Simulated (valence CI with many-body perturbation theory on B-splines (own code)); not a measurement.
K6+: calculated level list

Computed by relativistic CI+MBPT: three valence electrons over a frozen Dirac-Fock core [Ne], radial functions for each j: 9 s, 9 p, 8 d, 6 f, 3 g, 1 h, with the one-electron correlation potential Σ1 (screened to all orders), the two-electron term Σ2, the three-electron term Σ3, Breit, model QED; selected single and double excitations, second order for the rest, scaled by the run's own slope (own B-spline code, finite nucleus).

Set against measurement, 30 paired levels are off by 124 cm⁻¹ on average, the worst by 230. These come from a selection out of Sansonetti, J. Phys. Chem. Ref. Data 37, 7 (2008). Levels without a partner in it may be off by more.

Levels 1 to 32 of 32, with energies above the lowest level, 3s2 3p 2P°_1/2. "Leading %" is the weight of the configuration and term that name the level; weights of strongly mixed levels are sums over their largest components and can fall short, so below about 35 % the name and the second component can differ from the true leading terms, or belong to a minority configuration. Lifetimes count E1, E2, E3, M1 and M2 decay at the calculated energies, and are blank where another channel may lead or the interval is too uncertain; long ones can be off by a factor of two.

```
No.  Configuration  Term    J  E (cm⁻¹)  Leading %      g   Second component  Lifetime
  1         3s2 3p   2P°  1/2         0         96  0.665                             
  2         3s2 3p   2P°  3/2      3138         96  1.334                       3.58 s
  3         3s 3p2    4P  1/2    114780         99  2.669                       888 ns
  4         3s 3p2    4P  3/2    115920         99  1.734                      4.33 μs
  5         3s 3p2    4P  5/2    117660         99  1.600                      1.55 μs
  6         3s 3p2    2D  3/2    151870         85  0.800     13 % 3s2 3d 2D   1.55 ns
  7         3s 3p2    2D  5/2    152040         85  1.201     13 % 3s2 3d 2D   1.66 ns
  8         3s 3p2    2S  1/2    193300         96  1.981                       174 ps
  9         3s 3p2    2P  1/2    206730         94  0.687                      61.1 ps
 10         3s 3p2    2P  3/2    208660         95  1.333                      60.0 ps
 11         3s2 3d    2D  3/2    250730         84  0.799     12 % 3s 3p2 2D   48.8 ps
 12         3s2 3d    2D  5/2    250850         84  1.200     12 % 3s 3p2 2D   50.3 ps
 13            3p3   2D°  3/2    297690         66  0.801  33 % 3s 3p 3d 2D°    887 ps
 14            3p3   2D°  5/2    298000         66  1.200  33 % 3s 3p 3d 2D°    877 ps
 15            3p3   4S°  3/2    308080         98  1.999                      68.7 ps
 16       3s 3p 3d   4F°  3/2    333970         99  0.399                      70.1 ns
 17       3s 3p 3d   4F°  5/2    334610         99  1.029                      71.5 ns
 18       3s 3p 3d   4F°  7/2    335530         99  1.238                      82.6 ns
 19            3p3   2P°  1/2    335540         76  0.665  20 % 3s 3p 3d 2P°    171 ps
 20            3p3   2P°  3/2    335580         75  1.335  21 % 3s 3p 3d 2P°    173 ps
 21       3s 3p 3d   4F°  9/2    336750        100  1.334                             
 22       3s 3p 3d   4P°  5/2    362580         90  1.580   8 % 3s 3p 3d 4D°   80.6 ps
 23       3s 3p 3d   4P°  3/2    363410         86  1.662  13 % 3s 3p 3d 4D°   76.6 ps
 24       3s 3p 3d   4P°  1/2    364110         88  2.366  11 % 3s 3p 3d 4D°   76.8 ps
 25       3s 3p 3d   4D°  1/2    365780         88  0.302  11 % 3s 3p 3d 4P°   50.4 ps
 26       3s 3p 3d   4D°  3/2    366190         86  1.272  13 % 3s 3p 3d 4P°   51.1 ps
 27       3s 3p 3d   4D°  5/2    366500         91  1.391   8 % 3s 3p 3d 4P°   50.3 ps
 28       3s 3p 3d   4D°  7/2    366640         99  1.429                      48.9 ps
 29       3s 3p 3d   2D°  5/2    376280         79  1.202       18 % 3p3 2D°   61.8 ps
 30       3s 3p 3d   2D°  3/2    376310         79  0.800       18 % 3p3 2D°   61.6 ps
 31       3s 3p 3d   2F°  5/2    394480         98  0.857                       126 ps
 32       3s 3p 3d   2F°  7/2    396980         98  1.143                       125 ps
```

Names give the largest LS component (configuration and term), which can be under half, so a name can repeat, a term be missing and a line seem to break the LS rules; names also repeat where a configuration has a term twice.

Where two levels of one J and parity lie close, their mixing, g and order are uncertain.

The ionisation energy to 3s2 1S_0 of the next ion comes out as 117.98 eV (NIST: 117.56 ± 0.11 eV (measured), further off than twice its uncertainty). All 32 levels together are meant to be complete up to 410240 cm⁻¹.
